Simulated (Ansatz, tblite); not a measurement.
Removing and adding an electron: Ba6O5 (the lowest singlet isomer of a short search). Total charge 0; singlet. Geometry: PBE-D4/def2-SVP. Ansatz, gas phase; energy differences of separate SCF runs; the oxidised species was run as a doublet alone; the reduced species was run as a doublet alone.

```xyz
11

Ba   -0.3048    1.0721   -2.8593
Ba    2.9013   -0.4679   -0.8809
Ba    0.3615   -1.0603    2.4122
Ba   -2.5659    0.3447    0.6056
Ba   -0.4606   -2.7098   -1.3634
Ba    0.5034    2.3924    1.0459
O    -0.9617    0.9478    2.2962
O     0.9032   -0.8902   -2.1580
O     1.8730    0.3378    1.0493
O    -1.1954   -1.7096    0.6092
O    -1.0539    1.7430   -0.7568
```

In the def2 sets Ba takes a core potential; there is no spin–orbit coupling. The xTB rows come from tblite. The structure comes from a short search, and lower isomers may exist.

```
              level  −HOMO (eV)  vertical IE (eV)  −LUMO (eV)  vertical EA (eV)  HOMO–LUMO gap (eV)  IE − EA (eV)                                                                                                            remarks
           GFN1-xTB       10.68             11.40       10.64                 –                0.03             –                                                                                                                  –
           GFN2-xTB        8.90             11.01        7.67              5.67                1.22          5.34                                                                                                                  –
   PBE-D4/def2-TZVP        2.12              3.43        1.41              0.44                0.71          2.99  HOMO above zero (-1 doublet), restricted SCF unstable in HF (singlet), spin-contaminated (⟨S²⟩ 0.98) (-1 doublet)
r2SCAN-D4/def2-TZVP        2.02              3.17        1.32                 –                0.70             –                                                                            restricted SCF unstable in HF (singlet)
  PBE0-D4/def2-TZVP        2.32              3.24        1.07                 –                1.25             –                                                                            restricted SCF unstable in HF (singlet)
```

Run but left out: GFN1-xTB (tight binding far off the other levels); r2SCAN-D4/def2-TZVP, PBE0-D4/def2-TZVP (charge -1 doublet: ⟨S²⟩ 1.32 to 1.34, where a pure state has 0.75).   A HOMO above zero means that the electron is unbound at that level or that self-interaction error raises the level; the energy of removing that electron tells which. Raw xTB energy differences between charge states are shifted by several eV; the methods need an empirical correction for them. Sets without diffuse functions give affinities that are too small.
